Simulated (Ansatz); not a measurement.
**Which method gave which barrier?**

Saddle point of BSiH₄F₃, closed shell (BSiH₃F₂ ([F][B]([F])[SiH3]) + HF → BF₃ ([F][B]([F])[F]) + SiH₄; bonds formed: B1–F6, Si2–H5; bonds broken: B1–Si2, H5–F6), PBE0-D4/def2-TZVP structure:

| atom | x (Å) | y (Å) | z (Å) |
| --- | --- | --- | --- |
| B1 | -0.5582 | -0.9078 | 0.2695 |
| Si2 | 0.2697 | 1.0475 | -0.3619 |
| F3 | -1.0385 | -1.5571 | -0.7859 |
| F4 | -1.3251 | -0.7514 | 1.3435 |
| H5 | 0.9203 | -0.6420 | 0.3689 |
| F6 | 0.8067 | -1.6790 | 0.7459 |
| H7 | -1.0794 | 1.5576 | -0.7130 |
| H8 | 0.8685 | 1.8944 | 0.7001 |
| H9 | 1.1361 | 1.0376 | -1.5672 |

Program: Ansatz 0.2.0. Basis: def2-TZVPP, with def2-QZVPP for the basis limit. Cores are frozen in the correlated methods. Extrapolation: Hartree–Fock as exp(−7.88 √X), correlation as X^−2.97. Four methods, as single points on the PBE0-D4 structures, gave these electronic barriers from the start structure: 81.2, 89.7, 123.1, 190.5 kJ/mol.

Task: The methods were, in alphabetical order, CCSD(T), HF, PBE-D4, r2SCAN-D4. Which gave which? (Judge from chemistry; the calculation decides.)

Result: Computed: PBE-D4 81.2; r2SCAN-D4 89.7; CCSD(T) 123.1; HF 190.5 kJ/mol. For comparison, CCSD(T) at an estimated basis limit (MP2 extrapolated from triple and quadruple zeta, plus CCSD(T) − MP2 in triple zeta) gives 124.8 kJ/mol.

The T1 diagnostic stays at or below 0.014.

Steps of this kind, hydrogen fluoride cutting a network bond, underlie vapour etching and the fluorination step of atomic layer etching.

Labels in which every atom is bracketed show which atoms are joined, not bond orders.

For scale, one of the runs: CCSD(T)/def2-TZVPP, 222 basis functions, launched by `ansatz run in.yaml --threads 4 --pin off --events-out ev --progress --plain --max-ram 9574MiB`. Hardware: 4 CPU threads of an Arm Neoverse V1, shared host. Wall time 110 s; peak host memory 3.7 GiB.
